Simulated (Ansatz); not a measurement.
Start from `C[O][Ge]([O]C)([O]C)[Si](Cl)(Cl)Cl` and change one atom or group to get `C[O][Ge]([O]C)([O]C)[Se]C`.

Ansatz, PBE0-D4/def2-TZVP geometries, multiplicity 1. Each molecule was computed in one conformer, which needn't be the lowest.

Scalar relativity is left out up to krypton.

```
                               property  `C[O][Ge]([O]C)([O]C)[Si](Cl)(Cl)Cl`
      LUMO energy (PBE/def2-TZVPP) / eV                                 -1.50
  HOMO–LUMO gap (B3LYP/def2-TZVPP) / eV                                  6.88
     HOMO energy (PBE0/def2-TZVPP) / eV                                 -7.91
  HOMO energy (ωB97M-V/def2-TZVPP) / eV                                -10.06
  LUMO energy (ωB97M-V/def2-TZVPP) / eV                                  1.25
HOMO–LUMO gap (ωB97M-V/def2-TZVPP) / eV                                 11.31
```

(1) Give the same properties after the change, and the shifts. (Estimate.)

## Answers

(1) The calculation gave: 
```csv
property,`C[O][Ge]([O]C)([O]C)[Se]C`,shift
LUMO energy (PBE/def2-TZVPP) / eV,-1.26,0.24
HOMO–LUMO gap (B3LYP/def2-TZVPP) / eV,6.02,-0.86
HOMO energy (PBE0/def2-TZVPP) / eV,-6.86,1.05
HOMO energy (ωB97M-V/def2-TZVPP) / eV,-9.06,1.00
LUMO energy (ωB97M-V/def2-TZVPP) / eV,1.51,0.26
HOMO–LUMO gap (ωB97M-V/def2-TZVPP) / eV,10.57,-0.74
```

With PBE0 the HOMO rises by 1.05 eV and the LUMO rises by 0.30 eV, so the gap narrows by about 0.75 eV. PBE moves the HOMO by 0.80 eV and ωB97M-V by 1.00 eV.

B3LYP here is the variant with VWN-RPA as its local correlation; programs differ in this.

Spin–orbit coupling is left out; it splits and shifts lone-pair levels of the heavy atoms by tenths of an eV.
